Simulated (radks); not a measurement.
Question: Excited configurations of neutral molybdenum: one electron is placed in a higher orbital outside [Kr] 4d5. The ground configuration is [Kr] 4d5 5s1. Calculated with a radial shooting solver on a logarithmic mesh with Libxc functionals: Dirac Kohn-Sham, PBE, spin-unpolarised, spherical densities, point nucleus; open shells fill j = l - 1/2 first. Excitation = E - E(ground); binding = E(ion) - E, where the ion is the core of charge +1; n* = 1/sqrt(2 binding) in atomic units, and the quantum defect is n - n*.

outer orbital  excitation (eV)  binding (eV)     n*  quantum defect  eigenvalue (eV)  <r> (bohr)
5d3/2                    5.321         1.547  2.965           2.035           -0.722       10.72
6s1/2                    4.563         2.305  2.429           3.571           -1.364       9.355
6p1/2                    5.166         1.703  2.827           3.173           -0.979       11.88
6d3/2                    5.902         0.967  3.752           2.248           -0.547       20.09
6f5/2                    6.411         0.458  5.453           0.547           -0.287       43.77
7d3/2                    6.218         0.650  4.574           2.426           -0.404       31.89

Estimate the row for 7s1/2.

Answer: excitation (eV) 5.627; binding (eV) 1.241; n* 3.311; quantum defect 3.689; eigenvalue (eV) -0.769; <r> (bohr) 17.70. The Delta-SCF ionisation energy is 6.868 eV (NIST Atomic Spectra Database: 7.092 eV, measured). Self-interaction in the functional shifts the binding energies and quantum defects, so they are the method's values and not measured ones. Spin polarisation and multiplet splitting are left out, so open shells lie too high by an amount that depends on their filling.

Beside tabulated values, note that spin-unpolarised runs miss the spin-polarisation part of the exchange energy of open shells.
